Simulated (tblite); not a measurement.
Species: C4H9FS2Si.
Structure used (GFN2-xTB), in Å, numbered top down from 1:
```xyz
17
C4H9FS2Si angstrom
C      2.115    0.166    0.699
C      1.487   -0.294   -0.605
F      1.845   -1.611   -0.842
C     -0.043   -0.219   -0.653
C     -0.720   -0.990    0.461
S     -2.535   -0.927    0.275
Si    -2.621    1.163   -0.181
S     -0.550    1.546   -0.602
H      1.778    1.173    0.926
H      1.846   -0.507    1.509
H      3.197    0.169    0.600
H      1.891    0.282   -1.448
H     -0.368   -0.618   -1.619
H     -0.438   -2.042    0.417
H     -0.473   -0.583    1.440
H     -3.435    1.348   -1.367
H     -2.982    1.956    0.980
```

Level: GFN2-xTB in tblite, geometry and Hessian alike; calculated harmonic values, unscaled, isolated species. Against measured fundamentals such values can be off by several per cent, at times by over 20. Modes of hydrogen on silicon can be 10 to 20 % off. One conformer, not necessarily the lowest.

Harmonic wavenumbers (cm⁻¹): 53.0, 73.3, 128.4, 167.2, 199.7, 233.1, 275.0, 319.4, 400.4, 415.2, 490.2, 502.6, 509.6, 536.3, 557.5, 644.3, 705.6, 750.9, 764.6, 871.5, 911.7, 940.9, 1013.2, 1077.1, 1090.8, 1112.0, 1165.3, 1207.7, 1217.4, 1284.3, 1292.0, 1322.4, 1394.9, 1437.0, 1469.6, 1491.0, 2355.1, 2372.8, 2916.2, 2935.4, 2993.9, 3002.2, 3048.6, 3054.1, 3059.9.

A = 2057, B = 827.6, C = 662.8 MHz; mass 167.990 u (most abundant isotopes); point group C1, symmetry number 1.

Task: What is the zero-point energy?

Result: ½Σν̃ = 26882 cm⁻¹ = 76.86 kcal/mol.

Task: What is S at 298.15 K and 1 bar for an ideal gas of classical rigid rotors and harmonic oscillators?

Result: Translation 41.29, rotation 30.03, vibration 28.14: S = 99.5 cal/(mol K).

Task: And Cp and H(298.15 K) − H(0)?

Result: Cp = 38.96 cal/(mol K), of which vibrations give 31.01 (their classical limit is 45 R = 89.4); H(298.15 K) − H(0) = 6.95 kcal/mol without the zero-point energy, 4.58 from vibrations.

Task: Which modes carry the vibrational entropy at 298.15 K?

Result: 53.0 cm⁻¹: 4.70; 73.3 cm⁻¹: 4.06; 128.4 cm⁻¹: 2.97; 167.2 cm⁻¹: 2.47; 199.7 cm⁻¹: 2.14; 233.1 cm⁻¹: 1.85 cal/(mol K); the other 39 give 9.94 together.

Task: How do the functions run with temperature in this model?

Result: 
| T (K) | S (cal/(mol K)) | Cp (cal/(mol K)) | H − H(0) (kcal/mol) | G − H(0) (kcal/mol) | ln q(vib) |
| --- | --- | --- | --- | --- | --- |
| 100 | 70.1 | 18.1 | 1.25 | -5.76 | 1.45 |
| 200 | 86.0 | 29.0 | 3.61 | -13.59 | 3.90 |
| 300 | 99.7 | 39.1 | 7.02 | -22.89 | 6.48 |
| 500 | 123.7 | 55.2 | 16.57 | -45.30 | 11.63 |
| 800 | 153.2 | 69.8 | 35.54 | -87.01 | 18.89 |
| 1000 | 169.5 | 76.1 | 50.16 | -119.31 | 23.31 |

q(vib) and H(0) count from the zero-point level.

Task: What must be added to the electronic energy to get the Gibbs energy at 298.15 K and 1 bar?

Result: ZPE + [H(298.15 K) − H(0)] − T·S = 76.86 + 6.95 − 29.65 = 54.16 kcal/mol.

Hindered rotation and anharmonicity are outside this model. Other conformers, if any are populated, would add a mixing term that is left out. The structure is chiral; the term R ln 2 for an equal mix with its mirror image is left out.
